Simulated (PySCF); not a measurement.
## Radial density of Cl⁺ (chlorine, charge +1)

UHF, [Ne] 3s2 3p3 3d1, high-spin 5D determinant (an excited configuration). Calculation: PySCF 2.14, in aug-cc-pwCVQZ (10s9p7d5f3g, 134 functions); no relativity, point nucleus.

| r (bohr) | 4πr²ρ (e/bohr) | 4πr²(ρα − ρβ) |
| --- | --- | --- |
| 0.00140 | 0.07591 | 0.0000 |
| 0.00236 | 0.2080 | 0.0000 |
| 0.00397 | 0.5570 | 0.0000 |
| 0.00667 | 1.438 | 0.0000 |
| 0.0112 | 3.485 | 0.0000 |
| 0.0189 | 7.610 | 0.0004 |
| 0.0318 | 13.96 | 0.0038 |
| 0.0534 | 19.25 | 0.0231 |
| 0.0899 | 17.50 | 0.1045 |
| 0.151 | 13.14 | 0.3177 |
| 0.254 | 17.94 | 0.4822 |
| 0.428 | 16.01 | 0.1169 |
| 0.719 | 4.702 | 0.4468 |
| 1.21 | 4.039 | 2.2818 |
| 2.03 | 2.284 | 1.6054 |
| 3.42 | 0.3209 | 0.2899 |
| 5.76 | 0.02076 | 0.0207 |

The outer electron is Rydberg-like, and this basis confines it to a smaller radius and binds it less than a complete one would.
